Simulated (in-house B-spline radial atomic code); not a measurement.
The numbers below are computed, except where a source is named.
## Softness against transferability: the 3p channel of Ti

Ti, [Ar] 3d2 4s2, non-relativistic PBE, spherical and spin-unpolarised, from an all-electron radial atomic-structure program (B-spline basis) (atomic units). The all-electron 3p level is ε = -1.425307 hartree, its outermost node lies just inside 0.38 bohr and its outer maximum at 0.90 bohr.

Troullier-Martins pseudo-orbitals are made for several radii. The cutoffs (hartree) are the plane-wave energies beyond which the orbital holds less than the named kinetic energy per electron. The phase error is the difference, pseudo minus all-electron, of arctan(R P'/P) at R = 1.56 bohr for all radii, half a hartree below and above the level.

```tsv
r_c (bohr)	V_l(0) (hartree)	cutoff for 10 mEh	for 1 mEh	for 0.1 mEh	phase error at ε − 0.5 (mrad)	at ε + 0.5 (mrad)
0.68	-48.60	112	142	422	-2.5	-0.7
0.79	-14.61	49.2	88.2	165	-1.7	-0.5
0.9	-6.01	14.8	37.3	74.9	-1.3	-0.4
1.02	-5.23	15.2	39.1	68.2	-1.2	-0.3
1.14	-6.03	14.6	34.6	46.5	-1.6	-0.4
1.26	-6.76	14.6	26.5	39.4	-2.3	-0.6
```

Q: Which radius needs the lowest cutoff for 0.1 mEh while both phase errors stay within 1.8 mrad?

A: The radii within that limit are 0.79, 0.9, 1.02, 1.14 bohr; of these r_c = 1.14 needs the least, 46.5 hartree, that is 93 Ry or 1265 eV.

Q: What does the larger radius buy, and what does it cost?

A: From r_c = 0.68 to 1.26 bohr the cutoff for 1 mEh goes from 142 to 26.5 hartree, a factor of 5.36, against 3.43 for a pure 1/r_c² scaling, end to end; step by step it is 142, 88.2, 37.3, 39.1, 34.6, 26.5, and for 0.1 mEh 422, 165, 74.9, 68.2, 46.5, 39.4; the number of plane waves goes as the cutoff to the power 3/2, here a factor of 12.4. The larger of the two phase errors is least at r_c = 1.02 bohr, 1.2 mrad; it is 2.5 at the smallest radius and 2.3 at the largest. These errors test the reference atom alone. Large radii also let the cores of neighbours overlap, which an atom doesn't show.
